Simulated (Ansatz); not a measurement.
Ge₂H₄, relaxed as a singlet with RKS r2SCAN-D4/def2-TZVP in Ansatz, starting from the GFN2-xTB geometry. Force threshold 0.02 eV/Å.

Another isomer (singlet) lies 0.38 eV lower at PBE0-D4/def2-TZVP; other spin states weren't run for this one.

Start:

Cartesian coordinates in Å:
```
Ge 0.7027 1.3072 0.4295
Ge -0.7466 -1.1495 0.7139
H 0.7891 1.1323 -1.1634
H -0.7068 -1.4109 -0.8664
H 0.9480 -0.4959 0.5583
H -0.9864 0.6168 0.3281
```

| step | energy (eV) | largest force component (eV/Å) | SCF passes |
| --- | --- | --- | --- |
| 1 | -113099.2644 | 0.848 | 15 |
| 2 | -113099.3566 | 0.320 | 18 |
| 3 | -113099.3663 | 0.092 | 18 |
| 4 | -113099.3711 | 0.029 | 18 |
| 5 (rejected) | -113099.3708 | 0.095 | 19 |
| 6 | -113099.3712 | 0.009 | 12 |

Force components are those of the run's own axes.

End:

```xyz
6

Ge    0.682    1.260    0.365
Ge   -0.721   -1.121    0.640
H     0.740    1.037   -1.201
H    -0.656   -1.333   -0.927
H     0.897   -0.450    0.672
H    -0.941    0.607    0.452
```

By distances, no bond broke or formed. The bond that changes most is Ge1–Ge2, from 2.87 to 2.78 Å (atoms count from 1).

No frequencies were taken in this run, so the end may be a saddle point.

It took 8 s on 4 threads of Arm Neoverse V1 on a shared host.
